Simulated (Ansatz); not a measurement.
Relaxation of CH3NOSe (7 atoms, charge 0, multiplicity 1), to a largest force component of 0.02 eV/Å in at most 50 steps.

All numbers below come from RKS B3LYP-D4/def2-SVP in Ansatz 0.2.0.

```xyz
7
Properties=species:S:1:pos:R:3
N -0.728 0.669 0.626
C 0.250 -0.156 0.244
O 1.075 -0.681 0.927
Se 0.222 -0.476 -1.701
H -1.362 1.078 -0.042
H -0.809 0.926 1.597
H 1.351 -1.359 -1.651
```

Problem. Where does it end, and by what steps?

Solution. The forces met the threshold. After 5 steps the energy has fallen by 0.051 eV; Se4 moved furthest, 0.04 Å.

| step | energy less start (eV) | largest force component (eV/Å) | accepted |
| --- | --- | --- | --- |
| 0 | 0.0000 | 0.926 | yes |
| 1 | -0.0435 | 0.262 | yes |
| 2 | -0.0494 | 0.150 | yes |
| 3 | -0.0504 | 0.066 | yes |
| 4 | -0.0509 | 0.034 | yes |
| 5 | -0.0511 | 0.006 | yes |

```xyz
7
Properties=species:S:1:pos:R:3
N -0.729 0.683 0.621
C 0.256 -0.164 0.227
O 1.068 -0.676 0.951
Se 0.212 -0.476 -1.736
H -1.387 1.093 -0.027
H -0.794 0.913 1.607
H 1.374 -1.373 -1.642
```

Run time: 6.7 s on 2 threads of AMD EPYC 9R45 96-Core Processor (Zen 5), with other jobs on the host, peak memory 0.2 GiB.
